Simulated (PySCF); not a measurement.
H₂Se, SMILES `[SeH2]`, neutral singlet in the gas phase. 

Cartesian coordinates (Å):
```xyz
3

Se    -0.0004     0.6853     0.0000
H     -1.0515    -0.3433     0.0000
H      1.0519    -0.3420     0.0000
```
Charge 0, multiplicity 1.

All levels are single points at this geometry (B3LYP-D3(BJ)/def2-TZVPD); Pople sets use spherical d functions. Orbital energies aren't observables, and empty levels follow the basis.

B3LYP-D3(BJ)/def2-TZVPD in PySCF gives dipole (D) = 0.66.

**Question.** Estimate the dipole (D) from each of these levels: PBE-D3(BJ)/def2-TZVPD in PySCF; B3LYP/LANL2DZ in PySCF; SVWN5/6-31G* in PySCF; HF/6-31G* in PySCF; HF/STO-3G in PySCF.

**Answer.** 
```tsv
level	dipole (D)
PBE-D3(BJ)/def2-TZVPD in PySCF	0.67
B3LYP/LANL2DZ in PySCF	1.22
SVWN5/6-31G* in PySCF	1.17
HF/6-31G* in PySCF	1.00
HF/STO-3G in PySCF	1.45
```
